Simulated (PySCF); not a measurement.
An excited-state job on `F[P](F)[GeH3]`.

Computed with TDDFT CAM-B3LYP/def2-SVPD, vertical, gas phase, core orbitals frozen in the response (PySCF 2.14.0, density-fitted response routines). Geometry: GFN2-xTB. The input is one job of a driver script: a line of settings, then coordinates in Å.

Input:
```
{"job": {"kind": "uv", "xc": "CAM-B3LYP", "basis": "def2-SVPD", "nstates": 8, "ntriplets": 3}, "charge": 0, "multiplicity": 1}
F      1.814211    -1.149250    -0.558870
P      1.033674     0.137690    -1.173905
F      1.845949     1.205843    -0.255740
Ge    -0.834850    -0.021278     0.253239
H     -0.472215    -0.207755     1.693889
H     -1.677971     1.211840     0.158164
H     -1.705465    -1.172187    -0.143854
```

Q: What does the run print?

A: 
```
coarse grid: 31848 points
cycle   1  E = -2619.3634524885  dE = -3.794e-01  |g| = 7.392e-01  |ddm| = 2.806e+00
cycle   2  E = -2619.3038359189  dE =  5.962e-02  |g| = 9.924e-01  |ddm| = 1.233e+00
cycle   3  E = -2619.4551345677  dE = -1.513e-01  |g| = 8.207e-02  |ddm| = 6.462e-01
cycle   4  E = -2619.4560943069  dE = -9.597e-04  |g| = 2.264e-02  |ddm| = 9.097e-02
cycle   5  E = -2619.4561655089  dE = -7.120e-05  |g| = 6.133e-03  |ddm| = 2.408e-02
cycle   6  E = -2619.4561733262  dE = -7.817e-06  |g| = 9.035e-04  |ddm| = 1.242e-02
final grid: 64288 points
cycle   7  E = -2619.4560975834  dE = -4.031e-07  |g| = 6.968e-04  |ddm| = 3.487e-03
cycle   8  E = -2619.4560976364  dE = -5.309e-08  |g| = 6.862e-04  |ddm| = 1.886e-03
cycle   9  E = -2619.4560976986  dE = -6.211e-08  |g| = 7.031e-05  |ddm| = 6.437e-04
cycle  10  E = -2619.4560977005  dE = -1.971e-09  |g| = 3.013e-05  |ddm| = 1.759e-04
cycle  11  E = -2619.4560977010  dE = -4.866e-10  |g| = 1.935e-05  |ddm| = 1.213e-04
converged SCF energy = -2619.4560977010

Static polarisability (au): isotropic 59.577, principal 51.111 52.321 75.299

Singlet excitations
state   eV       nm        f      main configurations
  1   4.7059    263.5   0.00396   H->L 0.99
  2   5.7650    215.1   0.15142   H->L+1 0.82, H->L+2 0.09
  3   6.8959    179.8   0.26654   H->L+3 0.90
  4   7.2495    171.0   0.11968   H->L+2 0.87, H->L+1 0.09
  5   7.9480    156.0   0.00189   H->L+4 0.88
  6   8.1749    151.7   0.01910   H-1->L 0.86
  7   8.3040    149.3   0.00937   H->L+5 0.87
  8   8.3417    148.6   0.05396   H-2->L 0.59, H-1->L+1 0.31

Triplet excitations (Tamm-Dancoff, eV): 3.8401 4.3607 6.1009
```

The SCF starts on a coarse grid where the log names one; the energy can jump when the final grid takes over, and dE then counts from the start density on the new grid. H and L stand for HOMO and LUMO; the number after each pair is its weight.

Q: Give the mean polarisability as a volume in Å³, and the ratio of the largest to the smallest principal value.

A: 59.577 au × 0.148185 = 8.83 Å³; 75.299/51.111 = 1.47.

Q: How does the lowest singlet excitation compare with the HOMO–LUMO gap?

A: HOMO -8.85 eV and LUMO -0.18 eV give a gap of 8.67 eV; S1 at 4.71 eV lies 3.96 eV below it.

In short: HOMO -8.85 eV, LUMO -0.18 eV; lowest singlet 4.71 eV; lowest triplet 3.84 eV (Tamm–Dancoff); mean polarisability 59.6 au.

 Relativistic effects, spin–orbit coupling among them, are left out although an element past zinc is present.

Rough CPU time on one thread of a shared machine: about 30 s.
Labels such as C1 count atoms from 1, the log's own numbers from 0.
